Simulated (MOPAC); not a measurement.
MOPAC input (MNDO):

```
MNDO 1SCF CHARGE=-1 GEO-OK AUX(PRECISION=9) THREADS=1
C3H3O

C     1.93247900 1   -0.08126400 1    0.33074900 1
C     0.69176600 1   -0.29335800 1    0.02596800 1
C    -0.61454500 1   -0.46758400 1   -0.12127800 1
O    -1.56059900 1    0.62372400 1   -0.10743000 1
H     2.60144600 1    0.10003200 1   -0.52662500 1
H    -1.13045500 1   -1.41076100 1   -0.23471300 1
H    -1.04439500 1    1.37417600 1    0.20815100 1
```

Output:

```
 *******************************************************************************
 **                                                                           **
 **                              MOPAC v23.2.5                                **
 **                                                                           **
 *******************************************************************************
 ** MOPAC's Digital Object Identifier: https://doi.org/10.5281/zenodo.6511958 **
 **                                                                           **
 ** Please cite the open-source release paper for use of this MOPAC version:  **
 ** J. E. Moussa and J. J. P. Stewart (2026)                                  **
 ** MOPAC: An open-source semiempirical molecular orbital program             **
 ** J. Open Source Softw., 11(119), 8025, https://doi.org/10.21105/joss.08025 **
 *******************************************************************************

                              MNDO CALCULATION RESULTS

 *******************************************************************************
 *  MNDO       - The MNDO Hamiltonian to be used
 *  GEO-OK     - OVERRIDE INTERATOMIC DISTANCE AND OTHER SAFETY CHECKS
 *
 *
 *
 *                 CHARGE ON SYSTEM = -1
 *
 *
 *
 *  1SCF       - DO 1 SCF AND THEN STOP
 *  AUX        - OUTPUT AUXILIARY INFORMATION
 *******************************************************************************
MNDO 1SCF CHARGE=-1 GEO-OK AUX(PRECISION=9) THREADS=1
 C3H3O

   ATOM   CHEMICAL          X               Y               Z
  NUMBER   SYMBOL      (ANGSTROMS)     (ANGSTROMS)     (ANGSTROMS)

     1       C          1.93247900  *  -0.08126400  *   0.33074900  *
     2       C          0.69176600  *  -0.29335800  *   0.02596800  *
     3       C         -0.61454500  *  -0.46758400  *  -0.12127800  *
     4       O         -1.56059900  *   0.62372400  *  -0.10743000  *
     5       H          2.60144600  *   0.10003200  *  -0.52662500  *
     6       H         -1.13045500  *  -1.41076100  *  -0.23471300  *
     7       H         -1.04439500  *   1.37417600  *   0.20815100  *

          CARTESIAN COORDINATES

    NO.       ATOM           X           Y           Z

     1         C          1.9325     -0.0813      0.3307
     2         C          0.6918     -0.2934      0.0260
     3         C         -0.6145     -0.4676     -0.1213
     4         O         -1.5606      0.6237     -0.1074
     5         H          2.6014      0.1000     -0.5266
     6         H         -1.1305     -1.4108     -0.2347
     7         H         -1.0444      1.3742      0.2082

  H: (MNDO): M.J.S. DEWAR, W. THIEL, J. AM. CHEM. SOC., 99, 4899, (1977)
  C: (MNDO): M.J.S. DEWAR, W. THIEL, J. AM. CHEM. SOC., 99, 4899, (1977)
  O: (MNDO): M.J.S. DEWAR, W. THIEL, J. AM. CHEM. SOC., 99, 4899, (1977)

           Empirical Formula: C3 H3 O  =     7 atoms

      MOLECULAR POINT GROUP   :   C1

      RHF CALCULATION, NO. OF DOUBLY OCCUPIED LEVELS = 11

 -------------------------------------------------------------------------------
 MNDO 1SCF CHARGE=-1 GEO-OK AUX(PRECISION=9) THREADS=1
 C3H3O

     1SCF WAS SPECIFIED, SO BFGS WAS NOT USED
     SCF FIELD WAS ACHIEVED

                              MNDO CALCULATION
                                                       MOPAC v23.2.5 Linux

          FINAL HEAT OF FORMATION =         32.91993 KCAL/MOL =     137.73700 KJ/MOL

          COSMO AREA              =         96.74 SQUARE ANGSTROMS
          COSMO VOLUME            =         78.60 CUBIC ANGSTROMS

          IONIZATION POTENTIAL    =          1.518895 EV
          HOMO LUMO ENERGIES (EV) =         -1.519  7.524
          NO. OF FILLED LEVELS    =         11
          MOLECULAR WEIGHT        =         55.0561         POINT GROUP:  C1

          MOLECULAR DIMENSIONS (Angstroms)

            Atom       Atom       Distance
            H     5    O     4     4.21576
            H     7    H     6     2.80470
            O     4    C     1     0.81964

          SCF CALCULATIONS        =          1

   ATOM   CHEMICAL          X               Y               Z
  NUMBER   SYMBOL      (ANGSTROMS)     (ANGSTROMS)     (ANGSTROMS)

     1       C          1.93247900  *  -0.08126400  *   0.33074900  *
     2       C          0.69176600  *  -0.29335800  *   0.02596800  *
     3       C         -0.61454500  *  -0.46758400  *  -0.12127800  *
     4       O         -1.56059900  *   0.62372400  *  -0.10743000  *
     5       H          2.60144600  *   0.10003200  *  -0.52662500  *
     6       H         -1.13045500  *  -1.41076100  *  -0.23471300  *
     7       H         -1.04439500  *   1.37417600  *   0.20815100  *

                             CARTESIAN COORDINATES

   1    C        1.932479000    -0.081264000     0.330749000
   2    C        0.691766000    -0.293358000     0.025968000
   3    C       -0.614545000    -0.467584000    -0.121278000
   4    O       -1.560599000     0.623724000    -0.107430000
   5    H        2.601446000     0.100032000    -0.526625000
   6    H       -1.130455000    -1.410761000    -0.234713000
   7    H       -1.044395000     1.374176000     0.208151000

           Empirical Formula: C3 H3 O  =     7 atoms

      MOLECULAR POINT GROUP   :   C1

                  EIGENVALUES
 -35.65364 -28.46428 -20.99522 -13.93399 -10.23201  -9.81468  -8.37817  -7.45803
  -4.76332  -3.71199  -1.51890   7.52407   7.88793  10.00941  11.05718  11.09399
  11.44168  12.73177  13.86181

              NET ATOMIC CHARGES AND DIPOLE CONTRIBUTIONS

  ATOM NO.   TYPE          CHARGE      No. of ELECS.   s-Pop       p-Pop
    1          C          -0.364849        4.3648     1.44033     2.92452
    2          C          -0.279852        4.2799     1.22615     3.05371
    3          C          -0.178473        4.1785     1.18220     2.99627
    4          O          -0.325675        6.3257     1.84073     4.48494
    5          H          -0.021764        1.0218     1.02176
    6          H           0.033259        0.9667     0.96674
    7          H           0.137354        0.8626     0.86265
 DIPOLE           X         Y         Z       TOTAL
 POINT-CHG.    -2.525     0.626    -0.140     2.605
 HYBRID        -0.104     0.267    -1.040     1.078
 SUM           -2.628     0.893    -1.179     3.016

          ATOMIC ORBITAL ELECTRON POPULATIONS

     Atom    s        px        py        pz
    1  C   1.44033   0.89040   0.73331   1.30081
    2  C   1.22615   0.93913   1.23521   0.87937
    3  C   1.18220   0.82424   0.81547   1.35657
    4  O   1.84073   1.41235   1.17952   1.89308
    5  H   1.02176
    6  H   0.96674
    7  H   0.86265

 **********************
 *                    *
 * JOB ENDED NORMALLY *
 *                    *
 **********************

 == MOPAC DONE ==
```

The dipole moment of an ion depends on the origin.

The geometry given is a B3LYP-D3(BJ)/def2-TZVP minimum.
